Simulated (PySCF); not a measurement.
F$_{2}$Sn (SMILES [F][Sn][F]), singlet, geometry from GFN2-xTB (such geometries of metal compounds can be far from the true shape) (core potentials on Sn); DF-R2SCAN/def2-TZVPD (PySCF).

PySCF was given this input:
```python
from pyscf import gto, scf, dft
import numpy

mol = gto.M(
    atom='''
Sn    0.01449829   -0.00777246    0.34340333
F     0.74067978    1.44200224   -0.95472046
F    -0.82122585   -1.39882190   -0.95307583
''',
    basis='def2-tzvpd',
    ecp={'Sn': 'def2-tzvpd'},
    verbose=4,
)
print('smallest overlap eigenvalue', numpy.linalg.eigvalsh(mol.intor('int1e_ovlp'))[0])

mf = dft.RKS(mol)
mf.xc = 'r2scan'
mf = mf.density_fit(auxbasis='def2-universal-jkfit')
mf = scf.addons.remove_linear_dep_(mf, threshold=1e-2, lindep=1e-2)
mf.kernel()
mf.analyze()
```

What does PySCF print? Leave out banner, timings and long lists.


```
PySCF version 2.14.0

[INPUT] verbose = 4
[INPUT] num. atoms = 3
[INPUT] num. electrons = 40
[INPUT] charge = 0
[INPUT] spin (= nelec alpha-beta = 2S) = 0
[INPUT] symmetry False subgroup None
[INPUT] Mole.unit = angstrom
[INPUT] Symbol           X                Y                Z      unit          X                Y                Z       unit  Magmom
[...]
nuclear repulsion = 114.109972660579
number of shells = 46
number of NR pGTOs = 207
number of NR cGTOs = 136
basis = def2-tzvpd
ecp = {'Sn': 'def2-tzvpd'}
input.py:19: DeprecationWarning: remove_linear_dep_ is deprecated and will be removed in a future release. Linear dependency handling is now built into the SCF procedure by default. Linear dependency removal can be controlled using the following settings:
  pyscf.scf.hf.remove_overlap_zero_eigenvalue = True
  pyscf.scf.hf.overlap_zero_eigenvalue_threshold = 1e-6

  mf = scf.addons.remove_linear_dep_(mf, threshold=1e-2, lindep=1e-2)
smallest overlap eigenvalue 0.0017833484862323926
Applying remove_linear_dep_ on SCF object.
Using canonical orthogonalization with threshold 0.01

******** <class 'pyscf.df.df_jk.DFRKS'> ********
method = DFRKS
initial guess = minao
damping factor = 0
level_shift factor = 0
DIIS = <class 'pyscf.scf.diis.CDIIS'>
diis_start_cycle = 1
diis_space = 8
diis_damp = 0
SCF conv_tol = 1e-09
SCF conv_tol_grad = None
SCF max_cycles = 50
direct_scf = False
XC library pyscf.dft.libxc version 7.1.2
    S. Lehtola, C. Steigemann, M. J. T. Oliveira, and M. A. L. Marques,  SoftwareX 7, 1–5 (2018)
XC functionals = r2scan
    J. W. Furness, A. D. Kaplan, J. Ning, J. P. Perdew, and J. Sun,  J. Phys. Chem. Lett. 11, 8208–8215 (2020)
    J. W. Furness, A. D. Kaplan, J. Ning, J. P. Perdew, and J. Sun,  J. Phys. Chem. Lett. 11, 9248–9248 (2020)
    J. W. Furness, A. D. Kaplan, J. Ning, J. P. Perdew, and J. Sun,  J. Phys. Chem. Lett. 11, 8208–8215 (2020)
    J. W. Furness, A. D. Kaplan, J. Ning, J. P. Perdew, and J. Sun,  J. Phys. Chem. Lett. 11, 9248–9248 (2020)
radial grids:
    Treutler-Ahlrichs [JCP 102, 346 (1995); DOI:10.1063/1.469408] (M4) radial grids

becke partition: Becke, JCP 88, 2547 (1988); DOI:10.1063/1.454033
pruning grids: <function nwchem_prune>
grids dens level: 3
symmetrized grids: False
atomic radii adjust function: <function treutler_atomic_radii_adjust>
small_rho_cutoff = 0
Set gradient conv threshold to 3.16228e-05
Initial guess from minao.
tot grids = 50488
init E= -377.194098627071
[...]
cycle= 1 E= -412.820250944497  delta_E= -35.6  |g|= 2.14  |ddm|= 41.9
[...]
cycle= 2 E= -412.866943162229  delta_E= -0.0467  |g|= 2.29  |ddm|= 6.07
[...]
cycle= 3 E= -413.418632909592  delta_E= -0.552  |g|= 0.757  |ddm|= 3.16
[...]
cycle= 4 E= -413.389618025704  delta_E= 0.029  |g|= 0.908  |ddm|= 0.587
[...]
cycle= 5 E= -413.462293258482  delta_E= -0.0727  |g|= 0.575  |ddm|= 0.53
[...]
cycle= 6 E= -413.464662940464  delta_E= -0.00237  |g|= 0.57  |ddm|= 0.0674
[...]
cycle= 7 E= -413.46318220508  delta_E= 0.00148  |g|= 0.564  |ddm|= 0.0711
[...]
cycle= 8 E= -413.454791683626  delta_E= 0.00839  |g|= 0.59  |ddm|= 0.0621
[...]
cycle= 9 E= -413.442781023168  delta_E= 0.012  |g|= 0.671  |ddm|= 0.611
[...]
cycle= 10 E= -413.445905220729  delta_E= -0.00312  |g|= 0.64  |ddm|= 0.422
[...]
cycle= 11 E= -413.458304487477  delta_E= -0.0124  |g|= 0.517  |ddm|= 0.57
[...]
cycle= 12 E= -413.466480643231  delta_E= -0.00818  |g|= 0.56  |ddm|= 0.588
[...]
cycle= 13 E= -413.468445835953  delta_E= -0.00197  |g|= 0.549  |ddm|= 0.063
[...]
cycle= 14 E= -413.35748973231  delta_E= 0.111  |g|= 0.929  |ddm|= 0.88
[...]
cycle= 15 E= -413.450175280312  delta_E= -0.0927  |g|= 0.684  |ddm|= 0.972
[...]
cycle= 16 E= -413.446137239071  delta_E= 0.00404  |g|= 0.69  |ddm|= 0.449
[...]
cycle= 17 E= -413.441902165558  delta_E= 0.00424  |g|= 0.683  |ddm|= 0.408
[...]
cycle= 18 E= -413.426952331237  delta_E= 0.0149  |g|= 0.768  |ddm|= 0.341
[...]
cycle= 19 E= -413.450697648549  delta_E= -0.0237  |g|= 0.665  |ddm|= 0.231
[...]
cycle= 20 E= -413.402517203427  delta_E= 0.0482  |g|= 0.745  |ddm|= 0.688
[...]
cycle= 21 E= -413.44000558825  delta_E= -0.0375  |g|=  0.7  |ddm|= 0.862
[...]
cycle= 22 E= -413.444515115049  delta_E= -0.00451  |g|= 0.682  |ddm|= 0.206
[...]
cycle= 23 E= -413.432449195143  delta_E= 0.0121  |g|= 0.721  |ddm|= 0.341
[...]
cycle= 24 E= -413.422046874975  delta_E= 0.0104  |g|= 0.77  |ddm|= 0.623
[...]
cycle= 25 E= -413.269929043207  delta_E= 0.152  |g|= 1.15  |ddm|= 1.16
[...]
cycle= 26 E= -413.415113232739  delta_E= -0.145  |g|= 0.741  |ddm|= 0.849
[...]
cycle= 27 E= -413.413835912005  delta_E= 0.00128  |g|= 0.797  |ddm|= 0.464
[...]
cycle= 28 E= -413.431523644705  delta_E= -0.0177  |g|= 0.715  |ddm|= 0.291
[...]
cycle= 29 E= -411.964378065557  delta_E= 1.47  |g|= 2.82  |ddm|=  1.8
[...]
cycle= 30 E= -413.441564758145  delta_E= -1.48  |g|= 0.591  |ddm|= 1.59
[...]
cycle= 31 E= -413.436619979506  delta_E= 0.00494  |g|= 0.703  |ddm|= 0.884
[...]
cycle= 32 E= -413.387096146879  delta_E= 0.0495  |g|= 0.854  |ddm|= 0.878
[...]
cycle= 33 E= -413.438935995662  delta_E= -0.0518  |g|= 0.73  |ddm|= 0.786
[...]
cycle= 34 E= -413.430885946281  delta_E= 0.00805  |g|= 0.741  |ddm|= 0.434
[...]
cycle= 35 E= -413.415497265398  delta_E= 0.0154  |g|= 0.794  |ddm|= 0.625
[...]
cycle= 36 E= -413.361822138057  delta_E= 0.0537  |g|= 0.91  |ddm|= 0.63
[...]
cycle= 37 E= -413.434033215357  delta_E= -0.0722  |g|= 0.644  |ddm|= 1.11
[...]
cycle= 38 E= -413.272399848318  delta_E= 0.162  |g|= 1.15  |ddm|= 1.26
[...]
cycle= 39 E= -413.382028581077  delta_E= -0.11  |g|= 0.882  |ddm|= 0.946
[...]
cycle= 40 E= -413.441859992703  delta_E= -0.0598  |g|= 0.687  |ddm|= 0.643
[...]
cycle= 41 E= -413.445053266257  delta_E= -0.00319  |g|= 0.686  |ddm|= 0.486
[...]
cycle= 42 E= -413.416805106507  delta_E= 0.0282  |g|= 0.733  |ddm|= 0.415
[...]
cycle= 43 E= -413.439989465317  delta_E= -0.0232  |g|= 0.683  |ddm|= 0.48
[...]
cycle= 44 E= -413.444677659388  delta_E= -0.00469  |g|= 0.668  |ddm|= 0.377
[...]
cycle= 45 E= -413.450563172758  delta_E= -0.00589  |g|= 0.665  |ddm|= 0.514
[...]
cycle= 46 E= -413.228193924039  delta_E= 0.222  |g|= 1.23  |ddm|=  1.6
[...]
cycle= 47 E= -413.402073240342  delta_E= -0.174  |g|= 0.847  |ddm|= 1.53
[...]
cycle= 48 E= -413.450116524779  delta_E= -0.048  |g|= 0.652  |ddm|= 0.388
[...]
cycle= 49 E= -413.081211573725  delta_E= 0.369  |g|= 1.55  |ddm|= 0.832
[...]
cycle= 50 E= -413.390676903424  delta_E= -0.309  |g|= 0.787  |ddm|=  1.5
SCF not converged.
SCF energy = -413.390676903424
**** SCF Summaries ****
Total Energy =                        -413.390676903424435
Nuclear Repulsion Energy =             114.109972660578663
One-electron Energy =                 -882.988557901866898
Two-electron Energy =                  355.487908337863814
Two-electron Coulomb Energy =          394.496412128812437
DFT Exchange-Correlation Energy =      -39.008503790948652
HOMO-LUMO gap [eV] =                     4.649380467885117
**** MO energy ****
[...]
WARN: Weak orthogonality for localized orbitals 4.8200662354868605e-09

Dipole moment(X, Y, Z, Debye):  4.43502, -1.97434,  5.11978
```

Convergence was not reached.
